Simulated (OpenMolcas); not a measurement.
A calculation on Ne2+.

| Property | Result |
| --- | --- |
| Program | OpenMolcas 26.06 |
| Method | XMS-RASPT2, IPEA 0.25 Eh, imaginary shift 0.1 Eh (closed shells correlated: 1s) |
| Basis | ANO-RCC-VTZP [4s3p2d1f] |
| Scalar Hamiltonian | DKH2, point nucleus |
| Active space | 6 electrons in 9 orbitals (RAS2 2s 2p; RAS3 3d, at most 2 electrons) |
| State averaging | 2S+1 = 3 even, 3 roots; 2S+1 = 1 even, 6 roots; 2S+1 = 3 odd, 3 roots; 2S+1 = 1 odd, 3 roots |
| Spin-orbit coupling | RASSI with atomic mean-field integrals over the reference wave functions, term energies averaged over their components |

Problem. Which level of the active space comes out lowest?

Solution. 2s2 2p4 3P2, with 100 % of that term; it is also the measured ground level.

Problem. How high does 2s2 2p4 1S0 lie?

Solution. 56690 cm-1 above the lowest level; measured 55747 cm-1 above the ground level, so the calculation is off by +2 %.

Problem. How high does 2s2 2p4 1D2 lie?

Solution. 26380 cm-1 above the lowest level; measured 25841 cm-1 above the ground level, so the calculation is off by +2 %.

Problem. How high does 2s2 2p4 3P1 lie?

Solution. 598 cm-1 above the lowest level; measured 650 cm-1 above the ground level, so the calculation is off by -8 %.

Measured values: Moore, Atomic Energy Levels, vol. I, NSRDS-NBS 35 (1971 reprint of NBS Circular 467, 1949).

CASPT2 breaks the degeneracy within a term, and the mean is taken; among the terms shown or strongly mixed into the levels shown the widest spread is 280 cm-1 (2s2 2p4 1D). Active for correlation alone: 3d; no level in the range computed is led by a configuration that fills it, so any true level of that kind is missing. Computed and measured levels are paired by configuration, term and J; levels that our copy of the source lacks, or whose pairing is in doubt (as where it misses far off the trend of its configuration), stay unpaired and out of the deviations. Only configurations of the active space appear.
